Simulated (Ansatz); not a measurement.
MoO₂⁺. The state is a doublet with charge 1. Geometry PBE0-D4/def2-TZVP; atoms count from 1.

```xyz
3

Mo   -0.115    0.430   -0.491
O     0.795    0.677    0.856
O    -0.680   -1.107   -0.365
```

In the def2 sets Mo takes a core potential; there is no spin–orbit coupling. The structure comes from a short search, and lower isomers may exist.

Question: Estimate the Mulliken populations from the PBE0/def2-TZVP orbitals of Ansatz.

Answer: 
| atom | charge (e) | spin (α − β) | d electrons |
| --- | --- | --- | --- |
| Mo1 | 1.67 | 1.04 | 3.94 |
| O2 | -0.33 | -0.02 | – |
| O3 | -0.33 | -0.02 | – |
Mulliken values depend strongly on the basis.

Question: Where does the spin sit?

Answer: Summed by element: Mo 1.04, O -0.04, of 1 unpaired in all. Largest on single atoms: Mo1 1.04, O2 -0.02, O3 -0.02.

Question: And the Mayer bond orders between heavy atoms (over 0.3)?

Answer: Mo1–O2 2.21 (1.64 Å); Mo1–O3 2.21 (1.64 Å).
